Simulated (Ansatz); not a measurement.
Process, species as SMILES: [CH2-][SiH](C)N[SiH3] → C[SiH](C)[N-][SiH3]
Geometries: B3LYP-D3(BJ)/def2-TZVP minima from Ansatz (an electronic-structure program), one conformer each, not searched for the lowest.

Quantity: isomerisation energy (electronic energy difference), in kJ/mol. Valence correlation only, unless marked. Spin-orbit coupling is left out. Non-relativistic. Anions need diffuse functions: aug- sets have them; def2-D sets add few; the other sets have none. CBS(X,Y): correlation extrapolated as X^-3; Hartree-Fock from the larger set. The bracket is a focal-point correction in the basis named.

```json
[
 {"level": "SVWN5/def2-TZVPD", "program": "Ansatz", "isomerisation energy (kJ/mol)": "?"},
 {"level": "PBE0-D3(BJ)/def2-TZVPD", "program": "Ansatz + dftd3", "isomerisation energy (kJ/mol)": "-122.7"},
 {"level": "LC-wPBE/def2-TZVPD", "program": "Ansatz", "isomerisation energy (kJ/mol)": "?"},
 {"level": "PBE-QIDH/def2-TZVPD", "program": "Ansatz", "isomerisation energy (kJ/mol)": "-127.7"},
 {"level": "CCSD/aug-cc-pV(D+d)Z", "program": "Ansatz", "isomerisation energy (kJ/mol)": "?"},
 {"level": "CCSD(T) with core electrons (1s frozen past Ne)/cc-pwCVTZ", "program": "Ansatz", "isomerisation energy (kJ/mol)": "-136.5"},
 {"level": "RI-MP2/CBS(aug-cc-pV(T+d)Z,aug-cc-pV(Q+d)Z)+[CCSD(T)-MP2]/aug-cc-pV(T+d)Z", "program": "Ansatz", "isomerisation energy (kJ/mol)": "-122.0"}
]
```

### Question
Some entries are withheld; supply them.

### Answer

- SVWN5/def2-TZVPD, isomerisation energy (kJ/mol): -110.4
- LC-wPBE/def2-TZVPD, isomerisation energy (kJ/mol): -130.7
- CCSD/aug-cc-pV(D+d)Z, isomerisation energy (kJ/mol): -115.0
